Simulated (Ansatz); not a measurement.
Born–Oppenheimer molecular dynamics of Cl₂H₂O₂Zr (7 atoms, charge 0, multiplicity 1). It goes on from the last frame of an earlier run, with new velocities.

The calculation used Ansatz 0.2.0, RHF/def2-SVP.

| Quantity | Value |
| --- | --- |
| ensemble | NVT, Nosé–Hoover chain |
| time step | 0.5 fs |
| steps asked | 100 |
| set temperature | 1500 K |
| thermostat | time constant 100 fs, chain length 3 (defaults) |
| seed | 704154 |

First frame:

```xyz
7
Properties=species:S:1:pos:R:3
Zr -0.143 -0.137 -0.111
O -0.414 -0.010 1.748
H -0.431 -0.087 2.687
O 1.690 -0.427 -0.490
H 2.601 -0.506 -0.688
Cl -1.004 1.947 -0.833
Cl -1.394 -2.002 -0.978
```

Task: How far do the bonds stretch over the last three quarters of this one trajectory? (Pairs bonded in most of those frames.)

Result: 
```csv
bond,mean (Å),spread (Å),shortest,longest
Zr1–O2,1.950,0.049,1.86,2.01
Zr1–O4,1.925,0.054,1.83,2.00
Zr1–Cl6,2.420,0.027,2.38,2.46
Zr1–Cl7,2.515,0.072,2.35,2.58
O2–H3,0.954,0.018,0.93,0.98
O4–H5,0.947,0.031,0.90,0.99
```

Mean temperature of the second half: 957 K. The conserved energy stayed within 0.46 meV per atom of its start (net change 0.4 meV per atom), so the integration is sound. The mean temperature of the second half is 36 % below the set value. A run of 0.05 ps of so small a system gives no equilibrium averages.

Time of the run: 3.8 min on 1 thread of Intel(R) Xeon(R) Platinum 8488C (Sapphire Rapids), with other jobs on the host, peak memory 0.23 GiB.
